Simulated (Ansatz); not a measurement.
`FC(F)(F)CO[SiH3]`, relaxed with RKS PBE-D4/def2-SVP in the Gaussian-basis code of Ansatz from a rough embedded geometry. The force threshold is 0.03 eV/Å; the program also tests the step.

Charge 0, multiplicity 1.

Start:

```xyz
12

F    -0.611   -2.865   -0.219
C    -0.614   -1.747    0.554
F     0.075   -1.987    1.728
F    -1.926   -1.479    0.810
C    -0.027   -0.563   -0.218
O    -0.050    0.650    0.515
Si    0.534    2.041   -0.205
H     1.024   -0.783   -0.506
H    -0.571   -0.481   -1.201
H     0.400    3.152    0.730
H     1.971    1.776   -0.524
H    -0.204    2.286   -1.465
```

By how much does the energy fall, and how many steps does the optimiser take? (An estimate is asked.)

Ansatz gave: 0.17 eV, in 5 steps.

Which bonds change most? (An estimate is asked.)

Ansatz gave: Si7–H10 from 1.458 to 1.495 Å; C2–F3 from 1.383 to 1.348 Å; Si7–H12 from 1.481 to 1.507 Å; O6–Si7 from 1.671 to 1.687 Å.

Give the relaxed structure. (Best estimate.)

Ansatz gave: 
```xyz
12

F    -0.609   -2.880   -0.126
C    -0.633   -1.711    0.562
F     0.042   -1.892    1.715
F    -1.916   -1.435    0.870
C    -0.008   -0.613   -0.293
O    -0.035    0.595    0.416
Si    0.555    2.046   -0.210
H     1.028   -0.944   -0.544
H    -0.589   -0.570   -1.245
H     0.328    3.067    0.858
H     2.022    1.923   -0.532
H    -0.185    2.414   -1.471
```
